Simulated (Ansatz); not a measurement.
`[Li][N](C)C` + HCl → `[Li][Cl]` + dimethylamine at 700 K and 1 bar (ligand exchange at a Li–N bond).

Gas-phase electronic energies from Ansatz, PBE0-D4/def2-TZVP geometries. CBS: MP2 limit from def2 TZ/QZ plus the TZ coupled-cluster correction, frozen cores. This one scheme is used for every species. For Li outer-core shells are correlated without core-valence functions, which leaves a few kJ/mol of doubt a bond.

```tsv
species	CCSD(T)/CBS energy (Eh)	H − E (kJ/mol)	S (J/(mol·K))
`[Li][N](C)C`	-141.90308	273.4	385.8
HCl	-460.38127	38.4	211.8
`[Li][Cl]`	-467.35841	27.0	242.3
`CNC`	-135.00321	296.9	352.4
```

H − E and S are ideal-gas, rigid-rotor, harmonic terms from PBE0-D4/def2-TZVP. 1 Eh = 2625.50 kJ/mol, R = 8.31446 J/(mol·K).

Problem. By hand: ΔE, ΔH, ΔS and ΔG.

Solution. ΔE = (-467.35841) + (-135.00321) − (-141.90308) − (-460.38127) = -0.07727 Eh = -202.9 kJ/mol. Δ(H − E) = 27.0 + 296.9 − 273.4 − 38.4 = 12.1, so ΔH = -190.8 kJ/mol. ΔS = 242.3 + 352.4 − 385.8 − 211.8 = -2.9 J/(mol·K). ΔG = -190.8 − 700 × (-2.9)/1000 = -188.8 kJ/mol.

Problem. By hand: the equilibrium constant, and the temperature at which ΔG would vanish if ΔH and ΔS stayed fixed.

Solution. log₁₀ K = −ΔG/(RT ln 10) = 14.1. ΔG = 0 at ΔH/ΔS = 65793 K, far beyond where these terms or the molecules hold.

The number of gas molecules stays the same, so ΔS is small and ΔH decides. A doubt of 5 kJ/mol in ΔE shifts log₁₀ K by 0.4 here. These are equilibria of isolated gas molecules and say nothing of rates. Largest T1 diagnostic: 0.011 (customary marks: 0.02 for closed shells, 0.045 for open ones).
